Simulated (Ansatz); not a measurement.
## A geometry optimisation of C4H8BF3 with PBE-D3(BJ)/def2-SVP

The starting geometry of this gas-phase triplet was optimised with GFN2-xTB as a singlet; its bonds are those of `C[C@@H](F)[C@@H](C)B(F)F`.

```yaml
atoms:
  - { symbol: C, position_ang: [-0.4455, -0.6882, -2.7405] }
  - { symbol: C, position_ang: [0.4428, -0.5645, -1.5133] }
  - { symbol: C, position_ang: [-0.0504, -1.3763, -0.2966] }
  - { symbol: C, position_ang: [1.0722, -1.4986, 0.7429] }
  - { symbol: B, position_ang: [-1.3801, -0.7594, 0.3348] }
  - { symbol: F, position_ang: [0.5208, 0.7721, -1.1540] }
  - { symbol: F, position_ang: [-2.5252, -0.7103, -0.3142] }
  - { symbol: F, position_ang: [-1.4495, -0.3058, 1.5647] }
  - { symbol: H, position_ang: [-0.4316, -1.7110, -3.1041] }
  - { symbol: H, position_ang: [-0.0761, -0.0296, -3.5231] }
  - { symbol: H, position_ang: [-1.4669, -0.4065, -2.5031] }
  - { symbol: H, position_ang: [1.4744, -0.8540, -1.7554] }
  - { symbol: H, position_ang: [-0.2830, -2.3765, -0.6803] }
  - { symbol: H, position_ang: [1.9326, -2.0109, 0.3180] }
  - { symbol: H, position_ang: [1.3812, -0.5105, 1.0737] }
  - { symbol: H, position_ang: [0.7274, -2.0558, 1.6096] }
```

Question: Predict what becomes of its bonds when it is optimised with PBE-D3(BJ)/def2-SVP.

Answer: It falls apart into C4H8F + BF2. Contacts that open: C3–B5 (1.60 → 3.27 Å).

The energy falls by 2.69 eV over 44 steps:

```json
{"step": "1", "E − E(last) (eV)": "2.691"}
{"step": "6", "E − E(last) (eV)": "0.399"}
{"step": "11", "E − E(last) (eV)": "0.211"}
{"step": "15", "E − E(last) (eV)": "0.195"}
{"step": "20", "E − E(last) (eV)": "0.181"}
{"step": "25", "E − E(last) (eV)": "0.123"}
{"step": "30", "E − E(last) (eV)": "0.034"}
{"step": "34", "E − E(last) (eV)": "0.019"}
{"step": "39", "E − E(last) (eV)": "0.001"}
{"step": "44", "E − E(last) (eV)": "0.000"}
```

Final geometry (Å):

```yaml
atoms:
  - { symbol: C, position_ang: [-0.3854, -0.7683, -2.7725] }
  - { symbol: C, position_ang: [0.3643, -0.5570, -1.4785] }
  - { symbol: C, position_ang: [0.4779, -1.7296, -0.5900] }
  - { symbol: C, position_ang: [1.2885, -1.6987, 0.6519] }
  - { symbol: B, position_ang: [-1.9870, 0.1909, 0.3868] }
  - { symbol: F, position_ang: [-0.3492, 0.5434, -0.7421] }
  - { symbol: F, position_ang: [-2.4744, -0.8716, -0.2740] }
  - { symbol: F, position_ang: [-1.3802, -0.0229, 1.5615] }
  - { symbol: H, position_ang: [0.1648, -1.4921, -3.4073] }
  - { symbol: H, position_ang: [-0.4821, 0.1821, -3.3308] }
  - { symbol: H, position_ang: [-1.3964, -1.1702, -2.5706] }
  - { symbol: H, position_ang: [1.3553, -0.0801, -1.6415] }
  - { symbol: H, position_ang: [-0.2296, -2.5609, -0.7478] }
  - { symbol: H, position_ang: [1.6741, -2.7028, 0.9237] }
  - { symbol: H, position_ang: [2.1404, -0.9914, 0.5794] }
  - { symbol: H, position_ang: [0.6622, -1.3564, 1.5111] }
```

The end wasn't checked by frequencies. Open shells are spin-unrestricted. The triplet needn't be the ground state. Run with Ansatz 0.2.0, 2.1 min on 4 threads of Intel(R) Xeon(R) Platinum 8375C CPU @ 2.90GHz (Ice Lake) (shared host).
